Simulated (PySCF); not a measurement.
Geometries of 3 isomers of C3H11GeN, from PySCF, PBE0-D3(BJ)/def2-SVP geometry optimisation, gas phase. One conformer each, no zero-point energy, no frequencies.

Question: Which isomer lies lowest at this level?
A.
```xyz
16
angstrom
Ge     0.011   -0.035    0.141
N      0.105   -0.217    1.978
H     -0.800   -0.246    2.441
H      0.659    0.504    2.436
C      1.854   -0.021   -0.495
H      1.886   -0.044   -1.594
H      2.392   -0.900   -0.109
H      2.384    0.884   -0.159
C     -0.904    1.600   -0.440
H     -0.942    1.653   -1.540
H     -0.378    2.493   -0.071
H     -1.937    1.628   -0.061
C     -0.948   -1.600   -0.518
H     -1.984   -1.611   -0.146
H     -0.450   -2.519   -0.178
H     -0.982   -1.602   -1.617
```
B.
```xyz
16
angstrom
Ge    -0.154    1.947    0.814
H      1.089    1.628    1.684
H      0.306    2.804   -0.379
H     -1.179    2.721    1.663
N     -1.065    0.470    0.208
C     -0.428   -0.683   -0.409
C      0.205   -1.636    0.604
C      0.582   -0.236   -1.455
H     -1.815    0.196    0.836
H     -1.221   -1.242   -0.943
H      1.026   -1.138    1.147
H      0.615   -2.534    0.115
H     -0.537   -1.967    1.348
H      1.430    0.295   -0.989
H      0.996   -1.100   -1.994
H      0.115    0.442   -2.185
```
C.
```xyz
16
angstrom
Ge     0.897    0.770    0.634
H      0.858    0.820    2.175
H      2.347    0.790    0.107
C     -0.104    2.279   -0.109
H      0.349    3.234    0.199
H     -1.145    2.257    0.245
H     -0.106    2.234   -1.208
N      0.206   -0.870    0.163
C      0.380   -1.344   -1.183
C     -1.003   -1.329    0.793
H      0.374   -2.450   -1.211
H      1.350   -1.016   -1.589
H     -0.410   -1.001   -1.886
H     -1.061   -0.971    1.833
H     -1.932   -1.002    0.275
H     -1.032   -2.435    0.828
```

Answer: A. That is Ge(NH2)Me3 (`[CH3][Ge]([CH3])([NH2])[CH3]`), 23.1 kcal/mol below the next.

| SMILES | atoms numbered as above | E (Eh) | relative (kcal/mol) | relative (kJ/mol) | dipole (D) |
| --- | --- | --- | --- | --- | --- |
| [CH3][Ge]([CH3])([CH3])[NH2] | – | -2251.87424 | 0.0 | 0.0 | 1.05 |
| [H][Ge]([H])([H])[NH]C(C)C | – | -2251.83736 | 23.1 | 96.8 | 0.94 |
| [H][Ge]([H])([CH3])[N](C)C | – | -2251.83302 | 25.9 | 108.2 | 0.89 |
